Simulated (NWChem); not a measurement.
System: HfH3Cl; SMILES [HfH3][Cl]

```xyz
5

Hf     0.2452    -0.0984     0.1923
Cl    -1.5042     0.6042    -1.1779
H      1.8583     0.4416    -0.5070
H      0.0682     0.6189     1.8771
H      0.2471    -1.9326     0.3281
```
Atoms are numbered in this order, from 1.

All runs: NWChem. All runs use the structure optimised with PBE0/def2-SVP. def2 effective core potentials on Hf; no spin-orbit coupling. Vertical excitations in the gas phase; the lowest state need not have the same character in each row.

For level PBE/def2-SVPD, full TDDFT:

| Item | Value |
|---|---|
| lowest excitation, singlet (eV) | 4.08 |
| orbital gap (eV) | 4.08 |

Task: What are these values for level B3LYP/def2-SVPD, full TDDFT?

Result: 
| Item | Value |
|---|---|
| lowest excitation, singlet (eV) | 4.34 |
| orbital gap (eV) | 5.93 |
